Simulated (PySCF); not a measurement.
SMILES [CH3][Ga]([CH3])[CH3] (C₃H₉Ga), singlet, GFN2-xTB optimised geometry.

```
13

C      1.87    -0.12     0.00
Ga    -0.17    -0.12     0.00
C     -1.19    -1.89     0.00
C     -1.20     1.65     0.00
H      2.28    -1.14    -0.01
H      2.27     0.39     0.89
H      2.27     0.41    -0.87
H     -2.28    -1.74     0.04
H     -0.97    -2.48    -0.89
H     -0.91    -2.51     0.86
H     -1.80     1.75     0.91
H     -0.52     2.51    -0.05
H     -1.88     1.71    -0.85
```

Density from PBE/def2-TZVP (PySCF) at that geometry.

Minimum of the electron density along straight lines between bonded atoms, close to the bond critical point (lines longer than 1.1 times the sum of covalent radii, or with two minima, are not listed):

```json
[
 {"bond": "C1–Ga2", "length / Å": "2.046", "ρ at the minimum / e bohr⁻³": "0.099", "∇²ρ there / e bohr⁻⁵": "0.14", "position (fraction from the first atom)": "0.52"},
 {"bond": "Ga2–C3", "length / Å": "2.046", "ρ at the minimum / e bohr⁻³": "0.099", "∇²ρ there / e bohr⁻⁵": "0.14", "position (fraction from the first atom)": "0.48"},
 {"bond": "Ga2–C4", "length / Å": "2.046", "ρ at the minimum / e bohr⁻³": "0.099", "∇²ρ there / e bohr⁻⁵": "0.14", "position (fraction from the first atom)": "0.48"},
 {"bond": "C1–H5", "length / Å": "1.093", "ρ at the minimum / e bohr⁻³": "0.270", "∇²ρ there / e bohr⁻⁵": "-0.87", "position (fraction from the first atom)": "0.64"},
 {"bond": "C1–H6", "length / Å": "1.094", "ρ at the minimum / e bohr⁻³": "0.267", "∇²ρ there / e bohr⁻⁵": "-0.86", "position (fraction from the first atom)": "0.64"},
 {"bond": "C1–H7", "length / Å": "1.094", "ρ at the minimum / e bohr⁻³": "0.267", "∇²ρ there / e bohr⁻⁵": "-0.86", "position (fraction from the first atom)": "0.64"},
 {"bond": "C3–H8", "length / Å": "1.093", "ρ at the minimum / e bohr⁻³": "0.270", "∇²ρ there / e bohr⁻⁵": "-0.87", "position (fraction from the first atom)": "0.64"},
 {"bond": "C3–H9", "length / Å": "1.094", "ρ at the minimum / e bohr⁻³": "0.267", "∇²ρ there / e bohr⁻⁵": "-0.86", "position (fraction from the first atom)": "0.64"},
 {"bond": "C3–H10", "length / Å": "1.094", "ρ at the minimum / e bohr⁻³": "0.267", "∇²ρ there / e bohr⁻⁵": "-0.86", "position (fraction from the first atom)": "0.64"},
 {"bond": "C4–H11", "length / Å": "1.094", "ρ at the minimum / e bohr⁻³": "0.267", "∇²ρ there / e bohr⁻⁵": "-0.86", "position (fraction from the first atom)": "0.64"},
 {"bond": "C4–H12", "length / Å": "1.093", "ρ at the minimum / e bohr⁻³": "0.270", "∇²ρ there / e bohr⁻⁵": "-0.87", "position (fraction from the first atom)": "0.64"},
 {"bond": "C4–H13", "length / Å": "1.094", "ρ at the minimum / e bohr⁻³": "0.268", "∇²ρ there / e bohr⁻⁵": "-0.86", "position (fraction from the first atom)": "0.64"}
]
```
